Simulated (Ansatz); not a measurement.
Gas-phase electronic energies from Ansatz, PBE0-D4/def2-TZVP geometries. CCSD(T)/CBS is the MP2 limit (def2-TZVPP, def2-QZVPP) plus CCSD(T) − MP2 in def2-TZVPP, frozen cores. This one scheme is used for every species, atoms too. Functionals use def2-TZVPP. HSE06 is defined as in plane-wave codes. Open shells (•) are unrestricted, without spin–orbit coupling. Spin–orbit coupling would lower the free atoms: a little for C; strongly for In. def2 core potentials past Kr. For In outer-core shells are correlated without core-valence functions, so the limit isn't a true one: a few kJ/mol of doubt a bond, and 10 to 20 or more in all where bonds break to atoms.

Reaction (atomization): `C#[C][In]([C]#C)[C]#C` → 6 C• + 3 H• + In•

| species | HSE06-D4 energy (Eh) |
| --- | --- |
| `C#[C][In]([C]#C)[C]#C` | -420.14737 |
| C• | -37.80300 |
| H• | -0.50075 |
| In• | -190.11286 |

Question: Work out ΔE.

Answer: ΔE = 6 × (-37.80300) + 3 × (-0.50075) + (-190.11286) − (-420.14737) = 1.71426 Eh = +1075.7 kcal/mol. CCSD(T)/CBS gives +1067.9 kcal/mol.

Largest T1 diagnostic among the species: 0.015.

The D4 term adds +8.7 kcal/mol with B3LYP and +4.6 kcal/mol with PBE0; it sums over pairs of atoms, weighted by their polarisabilities, and B3LYP, whose exchange is more repulsive, gets the larger term. At CCSD(T), def2-SVP lies −49.9 kcal/mol from the extrapolated value and def2-TZVPP −26.8 kcal/mol: correlation converges slowly with the basis, and small sets miss more of it in the bonded molecule than in its fragments. From BLYP to BHLYP (50 % exact exchange), in def2-TZVPP and without D4, ΔE moves by −44.9 kcal/mol: exact exchange takes away binding that semilocal exchange gives to molecules.

B3LYP here is the variant with VWN-RPA as its local correlation; programs differ in this.

For atomizations the MP2-based limit and the directly extrapolated one differ by several kJ/mol either way, and by 10 to 25 for some Ge, Se and Sn compounds, so smaller differences from it don't rank the levels.
